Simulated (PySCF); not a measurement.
C3H9AlClFSi, singlet, geometry from GFN2-xTB (such geometries of metal compounds can be far from the true shape), with bond 11-6 at 1.4 times its length.

PySCF was given this input:
```python
from pyscf import gto, scf, mcscf
import numpy

mol = gto.M(
    atom='''
Al   -0.14137869    1.13143155   -0.13988073
Cl    1.24744494    2.20452596   -1.17513039
F    -1.42548457    2.02536276    0.43155980
Si   -0.15306442   -1.25211084    0.34894945
C    -1.95956667   -1.89632621    0.38917028
C     0.66184917   -1.64732308    2.04301664
C     0.81099436   -2.20354509   -1.00963341
H    -2.02101492   -2.93391682    0.70416060
H    -2.55588985   -1.30554191    1.07823706
H    -2.42124612   -1.81794326   -0.59093364
H    -0.05880156   -0.92459527    3.17028838
H     1.69958541   -1.32641749    2.05778480
H     0.64198527   -2.71031388    2.26665074
H     1.82318420   -1.82056943   -1.09951145
H     0.33203308   -2.08937763   -1.97768147
H     0.87822548   -3.26592854   -0.79590253
''',
    basis='sto-3g',
    verbose=3,
)

mf = scf.RHF(mol)
mf.kernel()
mc = mcscf.CASSCF(mf, 9, 8)
mc.fix_spin_(ss=0.0)
mc.kernel()
occ = numpy.linalg.eigvalsh(mc.fcisolver.make_rdm1(mc.ci, mc.ncas, mc.nelecas))[::-1]
ss = mc.fcisolver.spin_square(mc.ci, mc.ncas, mc.nelecas)[0]
print('natural occupations', occ.round(4), ' <S^2>', round(ss, 4))
```

Estimate the number of basis functions that PySCF with CASSCF(8,9)/STO-3G returns for this input.

56

Predict the SCF-reference HOMO energy from CASSCF(8,9)/STO-3G.

-7.92 eV

What is the computed nuclear repulsion energy (CASSCF(8,9)/STO-3G)?

498.6090 Eh

Estimate the SCF-reference HOMO-LUMO gap that CASSCF(8,9)/STO-3G returns for this input.

15.72 eV

What is the computed SCF-reference Mulliken (on the basis functions themselves) charges in atom order (CASSCF(8,9)/STO-3G)?

Al1 0.93, Cl2 -0.50, F3 -0.36, Si4 0.59, C5 -0.36, C6 -0.29, C7 -0.36, H8 0.05, H9 0.05, H10 0.04, H11 -0.03, H12 0.04, H13 0.05, H14 0.05, H15 0.04, H16 0.05
